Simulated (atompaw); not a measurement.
# Reading a pseudo-wave (iodine (I))

Columns: radius, all-electron u(r) and pseudo u(r) of the 4d shell (level -50.33 eV) of iodine in the configuration [Kr] 4d10 5s2 5p5; LDA (PW92), scalar-relativistic, PAW (atompaw) scheme, atompaw 4.2.0.5.

```tsv
r (bohr)	all-electron	pseudo
0.083	-0.2894	0.0014
0.165	-0.6125	0.0109
0.248	-0.5012	0.0356
0.331	-0.1183	0.0803
0.413	0.3109	0.1457
0.496	0.6765	0.2318
0.579	0.9316	0.3330
0.662	1.0785	0.4415
0.744	1.1373	0.5465
0.827	1.1335	0.6407
0.910	1.0873	0.7136
0.992	1.0166	0.7581
1.075	0.9316	0.7721
1.158	0.8415	0.7556
1.240	0.7528	0.7139
1.323	0.6669	0.6534
1.406	0.5868	0.5839
1.488	0.5144	0.5142
1.571	0.4483	0.4483
1.654	0.3893	0.3893
1.737	0.3372	0.3372
1.819	0.2917	0.2917
1.902	0.2515	0.2515
1.985	0.2165	0.2165
2.067	0.1864	0.1864
2.150	0.1600	0.1600
```

**Question.** How many radial nodes do the two functions have?

**Answer.** The all-electron 4d function has n − l − 1 = 1; the pseudo-wave has 0, since the states of the same l below it are removed with the core.

**Question.** At about which radius was the pseudo-wave matched?

**Answer.** 1.60 bohr. The columns agree to 0.0005 from 1.49 bohr on; several derivatives are matched, so the curves merge somewhat inside the radius.

**Question.** Is the pseudo-wave norm-conserving?

**Answer.** No, it belongs to a PAW set: the norm inside the radius is not constrained, and the difference is carried by the augmentation charge.
